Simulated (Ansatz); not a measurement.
C$_{2}$H$_{3}$ClFI, SMILES `FC(Cl)CI`, relaxed with RKS PBE0-D4/def2-TZVP in Ansatz 0.2.0 from a PBE-D4/def2-SVP geometry. The force threshold is 0.005 eV/Å; the program also tests the step.

The species carries charge 0 and has multiplicity 1. I takes the def2 core potential.

Start:

```xyz
8

F     1.080    0.196    1.498
C     0.735   -0.157    0.220
Cl    0.869   -1.940    0.036
C    -0.685    0.327   -0.018
I    -1.327    0.115   -2.076
H     1.465    0.290   -0.487
H    -0.741    1.407    0.216
H    -1.397   -0.238    0.611
```

Problem. How much energy does the relaxation release, and in how many steps? (Best estimate.)

Solution. The calculation gave: 0.04 eV, in 5 steps.

Problem. Which bonds change most? (An estimate is asked.)

Solution. Ansatz gave: C4–I5 from 2.166 to 2.126 Å; C2–Cl3 from 1.797 to 1.771 Å; C2–H6 from 1.110 to 1.090 Å; C4–H8 from 1.105 to 1.087 Å.

Problem. Give the relaxed structure. (Best estimate.)

Solution. The calculation gave: 
```xyz
8

F     1.092    0.205    1.471
C     0.723   -0.158    0.207
Cl    0.861   -1.917    0.063
C    -0.687    0.322   -0.015
I    -1.288    0.136   -2.047
H     1.434    0.276   -0.497
H    -0.743    1.381    0.228
H    -1.392   -0.244    0.590
```
